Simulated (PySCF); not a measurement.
C5H5F, SMILES C(=C)=C/C=C/F. Coordinates come from a B3LYP-D3(BJ)/def2-SVP optimisation. The structure was generated by enumeration; whether it is a known compound was not checked. One conformer was computed; it need not be the lowest.

Give the equilibrium geometry at B3LYP-D3(BJ)/def2-SVP (PySCF confirms it by a frequency run) as bond lengths and angles, and its point group. (An estimate is asked for; the answer gives what the named calculation found.)

One answer among several that fit: point group Cs.
Atoms: C1 C2 C3 C4 C5 F6 H7 H8 H9 H10 H11. Bond lengths (Å): C1–C2 1.308, C1–H7 1.097, C1–H8 1.097, C2–C3 1.319, C3–C4 1.469, C3–H9 1.097, C4–C5 1.337, C4–H10 1.093, C5–F6 1.337, C5–H11 1.094. Bond angles (°): C2–C1–H7 121.5, C2–C1–H8 121.5, H7–C1–H8 116.9, C1–C2–C3 179.8, C2–C3–C4 126.9, C2–C3–H9 117.4, C4–C3–H9 115.7, C3–C4–C5 125.2, C3–C4–H10 117.2, C5–C4–H10 117.6, C4–C5–F6 121.8, C4–C5–H11 125.2, F6–C5–H11 113.0.
Charge 0, spin multiplicity 1.
